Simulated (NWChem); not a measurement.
Species: C2H3Cl2F; SMILES C(Cl)(C)(Cl)F

```xyz
8

C     -1.3007    -1.1252     0.0000
C     -0.3394     0.0326     0.0000
F     -1.0121     1.1933     0.0000
Cl     0.6931     0.0005    -1.4546
Cl     0.6931     0.0005     1.4546
H     -1.9315    -1.0635     0.8978
H     -0.7542    -2.0758     0.0000
H     -1.9315    -1.0635    -0.8978
```
Atoms are numbered in this order, from 1.

Computed with NWChem. Pople sets run with spherical d functions. Geometry: optimised at PBE0/def2-SVP. B3LYP is NWChem's, with the RPA form of VWN correlation. Vertical excitations in the gas phase; the lowest state need not have the same character in each row.

```tsv
level	lowest excitation, singlet (eV)	oscillator strength of that lowest state	orbital gap (eV)
PBE/6-31+G*, TDA	6.33	0.025	(withheld)
B3LYP/6-31+G*, TDA	6.74	0.020	7.91
LDA (Slater exchange, VWN5)/6-31+G*, TDA	6.29	0.024	5.91
```

Q: What belongs in the gaps?

A: 
- PBE/6-31+G*, TDA, orbital gap (eV): 5.97
